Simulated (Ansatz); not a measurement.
ReO2⁺. The state is a quintet with charge 1. Geometry PBE0-D4/def2-TZVP; atoms count from 1.

```xyz
3

Re    0.211   -0.345   -0.184
O    -1.285    0.372   -1.000
O     1.075   -0.027    1.183
```

In the def2 sets Re takes a core potential; there is no spin–orbit coupling. At PBE0-D4/def2-TZVP a triplet of charge 1 lies 2.13 eV below the quintet, each at its own geometry. The structure comes from a short search, and lower isomers may exist.

Problem. Estimate the Mulliken populations from the PBE0/def2-TZVP orbitals of Ansatz.

Solution. 
```csv
atom,charge (e),spin (α − β),d electrons
Re1,1.36,3.00,4.61
O2,-0.14,0.98,–
O3,-0.22,0.01,–
```
Mulliken values depend strongly on the basis.

Problem. Where does the spin sit?

Solution. Summed by element: Re 3.00, O 1.00, of 4 unpaired in all. Largest on single atoms: Re1 3.00, O2 0.98, O3 0.01.

Problem. And the Mayer bond orders between heavy atoms (over 0.3)?

Solution. Re1–O2 1.29 (1.85 Å); Re1–O3 2.29 (1.65 Å).
